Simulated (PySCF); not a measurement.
Ga(H)2(nPr) (C₃H₉Ga), SMILES CC[CH2][GaH2].

The structure is a stationary point at PBE0-D3(BJ)/def2-SVP. The structure was generated by enumeration; whether it is a known compound was not checked. One conformer was computed; it need not be the lowest.

All values below come from TDDFT-PBE0/def2-SVPD (PySCF).

Vertical excitations. The molecule is in vacuum. State labels are in the subgroup Cs.

```csv
state,symmetry,energy (eV),λ (nm),f,main pairs
S1,A",4.72,262,0.002,HOMO→LUMO 99 %
S2,A",5.29,234,0.000,HOMO−1→LUMO 100 %
S3,A',6.75,184,0.000,HOMO−2→LUMO 97 %
S4,A',6.88,180,0.042,HOMO→LUMO+1 97 %
S5,A",7.11,174,0.000,HOMO−3→LUMO 98 %
S6,A',7.51,165,0.236,HOMO→LUMO+2 92 %
S7,A',7.61,163,0.034,HOMO−1→LUMO+1 96 %
S8,A',7.94,156,0.106,HOMO→LUMO+3 85 %
S9,A',7.99,155,0.171,HOMO−1→LUMO+2 83 %
S10,A',8.03,154,0.004,"HOMO→LUMO+4 63 %, HOMO→LUMO+5 24 %"
T1,A",4.38,283,0,HOMO→LUMO 98 %
T2,A",4.78,259,0,HOMO−1→LUMO 98 %
T3,A',6.47,192,0,"HOMO→LUMO+1 58 %, HOMO→LUMO+2 27 %"
T4,A',6.63,187,0,HOMO−2→LUMO 92 %
```
Triplets are in the Tamm–Dancoff approximation, which puts them higher than full response would, so one can lie above its singlet here.
